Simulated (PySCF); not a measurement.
PySCF input (M06-2X/def2-TZVPD):

```python
from pyscf import gto, scf, dft

mol = gto.M(
    atom='''
    B    -0.00000000   -0.00000000   -0.73975084
    O     0.00000000    0.00000000    0.46234428
    ''',
    basis='def2-tzvpd',
    charge=1,
    spin=0,
    verbose=4,
)

mf = dft.RKS(mol, xc='m062x').density_fit(auxbasis='def2-universal-jkfit')
mf.grids.level = 4
mf.conv_tol = 1e-9
mf.max_cycle = 100
mf.max_memory = 1500
mf.kernel()
if not mf.converged:
    mf = mf.newton()
    mf.kernel(mf.make_rdm1())
mf.analyze()
```

Output:

```
PySCF version 2.14.0

[INPUT] verbose = 4
[INPUT] num. atoms = 2
[INPUT] num. electrons = 12
[INPUT] charge = 1
[INPUT] spin (= nelec alpha-beta = 2S) = 0
[INPUT] symmetry False subgroup None
[INPUT] Mole.unit = angstrom
[INPUT] Symbol           X                Y                Z      unit          X                Y                Z       unit  Magmom
[INPUT]  1 B      0.000000000000   0.000000000000  -0.739750840000 AA    0.000000000000   0.000000000000  -1.397926488017 Bohr   0.0
[INPUT]  2 O      0.000000000000   0.000000000000   0.462344280000 AA    0.000000000000   0.000000000000   0.873704064459 Bohr   0.0

nuclear repulsion = 17.6084971019598
number of shells = 27
number of NR pGTOs = 107
number of NR cGTOs = 77
basis = def2-tzvpd
ecp = {}

******** <class 'pyscf.df.df_jk.DFRKS'> ********
method = DFRKS
initial guess = minao
damping factor = 0
level_shift factor = 0
DIIS = <class 'pyscf.scf.diis.CDIIS'>
diis_start_cycle = 1
diis_space = 8
diis_damp = 0
SCF conv_tol = 1e-09
SCF conv_tol_grad = None
SCF max_cycles = 100
direct_scf = False
XC library pyscf.dft.libxc version 7.1.2
    S. Lehtola, C. Steigemann, M. J. T. Oliveira, and M. A. L. Marques,  SoftwareX 7, 1–5 (2018)
XC functionals = m062x
    Y. Zhao and D. G. Truhlar,  Theor. Chem. Acc. 120, 215 (2008)
    Y. Zhao and D. G. Truhlar,  Theor. Chem. Acc. 120, 215 (2008)
radial grids:
    Treutler-Ahlrichs [JCP 102, 346 (1995); DOI:10.1063/1.469408] (M4) radial grids

becke partition: Becke, JCP 88, 2547 (1988); DOI:10.1063/1.454033
pruning grids: <function nwchem_prune>
grids dens level: 4
symmetrized grids: False
atomic radii adjust function: <function treutler_atomic_radii_adjust>
small_rho_cutoff = 0
Set gradient conv threshold to 3.16228e-05
Initial guess from minao.
tot grids = 56368
******** <class 'pyscf.df.df.DF'> ********
auxbasis = def2-universal-jkfit
init E= -100.116030929072
  HOMO = -0.512519756626054  LUMO = -0.270114937099422  gap/eV = 6.59617
cycle= 1 E= -99.3448846199056  delta_E= 0.771  |g|= 0.838  |ddm|= 1.43
  HOMO = -0.686885268618519  LUMO = -0.581930811305291  gap/eV = 2.85596
cycle= 2 E= -97.2718432660252  delta_E= 2.07  |g|= 3.15  |ddm|= 1.89
  HOMO = -0.797811882447434  LUMO = -0.580524615607079  gap/eV = 5.91269
cycle= 3 E= -99.5404686225388  delta_E= -2.27  |g|= 0.0892  |ddm|= 1.56
  HOMO = -0.786819675872153  LUMO = -0.564356807431956  gap/eV = 6.05352
cycle= 4 E= -99.5423772594163  delta_E= -0.00191  |g|= 0.0266  |ddm|= 0.108
  HOMO = -0.790244965429155  LUMO = -0.559932676922266  gap/eV = 6.26712
cycle= 5 E= -99.5427304122961  delta_E= -0.000353  |g|= 0.00853  |ddm|= 0.0374
  HOMO = -0.788256410059321  LUMO = -0.557870419460883  gap/eV = 6.26912
cycle= 6 E= -99.5428138940426  delta_E= -8.35e-05  |g|= 0.00453  |ddm|= 0.0205
  HOMO = -0.787546170607551  LUMO = -0.558107945229491  gap/eV = 6.24333
cycle= 7 E= -99.542842764238  delta_E= -2.89e-05  |g|= 0.00218  |ddm|= 0.0196
  HOMO = -0.787192802576231  LUMO = -0.558350070104979  gap/eV = 6.22713
cycle= 8 E= -99.542844788638  delta_E= -2.02e-06  |g|= 0.000417  |ddm|= 0.00527
  HOMO = -0.78718967565939  LUMO = -0.558433910451701  gap/eV = 6.22476
cycle= 9 E= -99.5428448229081  delta_E= -3.43e-08  |g|= 2e-05  |ddm|= 0.000345
  HOMO = -0.78718819000034  LUMO = -0.558431471245445  gap/eV = 6.22479
cycle= 10 E= -99.5428448230635  delta_E= -1.55e-10  |g|= 3.24e-06  |ddm|= 2.84e-05
  HOMO = -0.787189362850163  LUMO = -0.558432064878147  gap/eV = 6.22480
Extra cycle  E= -99.542844823057  delta_E= 6.48e-12  |g|= 7.16e-06  |ddm|= 8.63e-06
converged SCF energy = -99.542844823057
**** SCF Summaries ****
Total Energy =                         -99.542844823057010
Nuclear Repulsion Energy =              17.608497101959788
One-electron Energy =                 -166.385272447185343
Two-electron Energy =                   49.233930522168542
Two-electron Coulomb Energy =           61.443192851026240
DFT Exchange-Correlation Energy =      -12.209262328857697
HOMO-LUMO gap [eV] =                     6.224803140008691
**** MO energy ****
MO #1   energy= -20.0157230795462  occ= 2
MO #2   energy= -7.60367768127887  occ= 2
MO #3   energy= -1.47334592354584  occ= 2
MO #4   energy= -0.856471146024823 occ= 2
MO #5   energy= -0.787189362850174 occ= 2
MO #6   energy= -0.787189362850163 occ= 2
MO #7   energy= -0.558432064878147 occ= 0
MO #8   energy= -0.295107561190296 occ= 0
MO #9   energy= -0.295107561190295 occ= 0
MO #10  energy= -0.154611189568274 occ= 0
MO #11  energy= -0.136915283053377 occ= 0
MO #12  energy= -0.0968360014416111 occ= 0
MO #13  energy= -0.0968360014415706 occ= 0
MO #14  energy= -0.0615743173122784 occ= 0
MO #15  energy= -0.0615742822390508 occ= 0
MO #16  energy= -0.0593747337432036 occ= 0
MO #17  energy= -0.0363572346896289 occ= 0
MO #18  energy= -0.0363572346896214 occ= 0
MO #19  energy= 0.010569467403684  occ= 0
MO #20  energy= 0.0333833509806247 occ= 0
MO #21  energy= 0.0662875286676721 occ= 0
MO #22  energy= 0.0662875286676873 occ= 0
MO #23  energy= 0.140818683585448  occ= 0
MO #24  energy= 0.153026552127918  occ= 0
MO #25  energy= 0.217713381537055  occ= 0
MO #26  energy= 0.217713597326989  occ= 0
MO #27  energy= 0.291640552605958  occ= 0
MO #28  energy= 0.291640552605967  occ= 0
MO #29  energy= 0.316940709372871  occ= 0
MO #30  energy= 0.316940800486977  occ= 0
MO #31  energy= 0.319846155083475  occ= 0
MO #32  energy= 0.382721580300773  occ= 0
MO #33  energy= 0.382721580300795  occ= 0
MO #34  energy= 0.465410880392028  occ= 0
MO #35  energy= 0.536373574382462  occ= 0
MO #36  energy= 0.536373574382507  occ= 0
MO #37  energy= 0.648343108053538  occ= 0
MO #38  energy= 0.680087773827488  occ= 0
MO #39  energy= 0.734047255543217  occ= 0
MO #40  energy= 0.782951458525193  occ= 0
MO #41  energy= 0.782951458525237  occ= 0
MO #42  energy= 1.04374354433493   occ= 0
MO #43  energy= 1.28668571262427   occ= 0
MO #44  energy= 1.28668693569364   occ= 0
MO #45  energy= 1.3602299810498    occ= 0
MO #46  energy= 1.36022998104981   occ= 0
MO #47  energy= 1.38588010533937   occ= 0
MO #48  energy= 1.3858801053394    occ= 0
MO #49  energy= 1.5247346245018    occ= 0
MO #50  energy= 1.52473765736576   occ= 0
MO #51  energy= 1.61429476564461   occ= 0
MO #52  energy= 1.67716841596888   occ= 0
MO #53  energy= 1.67716841596891   occ= 0
MO #54  energy= 1.77163323050682   occ= 0
MO #55  energy= 1.7716356432852    occ= 0
MO #56  energy= 1.99587671967789   occ= 0
MO #57  energy= 2.24024520919424   occ= 0
MO #58  energy= 2.24024520919428   occ= 0
MO #59  energy= 2.39225681433805   occ= 0
MO #60  energy= 2.79087227769632   occ= 0
MO #61  energy= 2.79087227769635   occ= 0
MO #62  energy= 3.08116492266501   occ= 0
MO #63  energy= 3.47661947002763   occ= 0
MO #64  energy= 4.83919700203427   occ= 0
MO #65  energy= 4.83919700203429   occ= 0
MO #66  energy= 5.07197782248032   occ= 0
MO #67  energy= 5.07199242878308   occ= 0
MO #68  energy= 5.35810514951901   occ= 0
MO #69  energy= 5.35810514951902   occ= 0
MO #70  energy= 5.64577763027106   occ= 0
MO #71  energy= 6.10645613754057   occ= 0
MO #72  energy= 6.1064770870779    occ= 0
MO #73  energy= 6.42675824567798   occ= 0
MO #74  energy= 6.42675824567799   occ= 0
MO #75  energy= 6.72529714001532   occ= 0
MO #76  energy= 13.6057693055915   occ= 0
MO #77  energy= 43.6158963052611   occ= 0
 ** Mulliken pop on meta-lowdin orthogonal AOs  **
 ** Mulliken pop  **
pop of  0 B 1s            1.99953
pop of  0 B 2s            0.45278
pop of  0 B 3s            0.00861
pop of  0 B 4s            0.00037
pop of  0 B 5s            0.00102
pop of  0 B 6s            0.00001
pop of  0 B 2px           0.53647
pop of  0 B 2py           0.53647
pop of  0 B 2pz           0.27870
pop of  0 B 3px           0.02223
pop of  0 B 3py           0.02223
pop of  0 B 3pz           0.00998
pop of  0 B 4px           0.00001
pop of  0 B 4py           0.00001
pop of  0 B 4pz           0.00570
pop of  0 B 3dxy          0.00000
pop of  0 B 3dyz          0.00250
pop of  0 B 3dz^2         0.00157
pop of  0 B 3dxz          0.00250
pop of  0 B 3dx2-y2       0.00000
pop of  0 B 4dxy          0.00000
pop of  0 B 4dyz          0.00064
pop of  0 B 4dz^2         0.00003
pop of  0 B 4dxz          0.00064
pop of  0 B 4dx2-y2       0.00000
pop of  0 B 5dxy          0.00000
pop of  0 B 5dyz          0.00023
pop of  0 B 5dz^2         0.00058
pop of  0 B 5dxz          0.00023
pop of  0 B 5dx2-y2       0.00000
pop of  0 B 4f-3          0.00000
pop of  0 B 4f-2          0.00000
pop of  0 B 4f-1          0.00021
pop of  0 B 4f+0          0.00081
pop of  0 B 4f+1          0.00021
pop of  0 B 4f+2          0.00000
pop of  0 B 4f+3          0.00000
pop of  1 O 1s            1.99998
pop of  1 O 2s            1.65100
pop of  1 O 3s            0.00355
pop of  1 O 4s            0.00071
pop of  1 O 5s            0.00007
pop of  1 O 6s            0.00000
pop of  1 O 2px           1.42243
pop of  1 O 2py           1.42243
pop of  1 O 2pz           1.56689
pop of  1 O 3px           0.00674
pop of  1 O 3py           0.00674
pop of  1 O 3pz           0.00079
pop of  1 O 4px           0.00165
pop of  1 O 4py           0.00165
pop of  1 O 4pz           0.00017
pop of  1 O 5px           0.00017
pop of  1 O 5py           0.00017
pop of  1 O 5pz           0.00020
pop of  1 O 3dxy          0.00000
pop of  1 O 3dyz          0.00562
pop of  1 O 3dz^2         0.01329
pop of  1 O 3dxz          0.00562
pop of  1 O 3dx2-y2       0.00000
pop of  1 O 4dxy          0.00000
pop of  1 O 4dyz          0.00012
pop of  1 O 4dz^2         0.00240
pop of  1 O 4dxz          0.00012
pop of  1 O 4dx2-y2       0.00000
pop of  1 O 5dxy          0.00000
pop of  1 O 5dyz          0.00057
pop of  1 O 5dz^2         0.00018
pop of  1 O 5dxz          0.00057
pop of  1 O 5dx2-y2       0.00000
pop of  1 O 4f-3          0.00000
pop of  1 O 4f-2          0.00000
pop of  1 O 4f-1          0.00040
pop of  1 O 4f+0          0.00107
pop of  1 O 4f+1          0.00040
pop of  1 O 4f+2          0.00000
pop of  1 O 4f+3          0.00000
 ** Mulliken atomic charges  **
charge of    0B =      1.11569
charge of    1O =     -0.11569

WARN: System has nonzero charge 1; the dipole moment is origin-dependent.
Location of origin: [0. 0. 0.]

Dipole moment(X, Y, Z, Debye):  0.00000, -0.00000, -6.24021
```

This state (charge 1, singlet) is run at the relaxed geometry of the species with charge 0 and multiplicity 2.
